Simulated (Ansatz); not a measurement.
Isolated molecules relaxed with PBE0-D4/def2-TZVP in Ansatz; ΔE leaves out vibrations. CCSD(T)/CBS adds triple-zeta CCSD(T) − MP2 to the extrapolated MP2 energy (def2 sets, frozen cores). One conformer a species, not always the lowest.

`B[SiH2]B[SiH2]C` + `OCO[SiH3]` → `BOCO[SiH3]` + `C[SiH2]B[SiH3]`  (cleavage of the B–Si bond)

```
          species  MP2/def2-QZVPP energy (Eh)
`B[SiH2]B[SiH2]C`                  -671.59921
      `OCO[SiH3]`                  -480.99495
     `BOCO[SiH3]`                  -506.40349
 `C[SiH2]B[SiH3]`                  -646.25424
```

(1) Work out ΔE.

Largest T1 diagnostic among the species: 0.015.

Results:

(1) ΔE = (-506.40349) + (-646.25424) − (-671.59921) − (-480.99495) = -0.06357 Eh = -166.9 kJ/mol. CCSD(T)/CBS gives -160.1 kJ/mol.

In def2-TZVPP, CCSD(T) changes the Hartree–Fock value by +12.2 kJ/mol (the triples alone add +0.9 kJ/mol) and MP2 by +6.6 kJ/mol. From PBE to PBE0 (25 % exact exchange), in def2-TZVPP and without D4, ΔE moves by −3.8 kJ/mol.
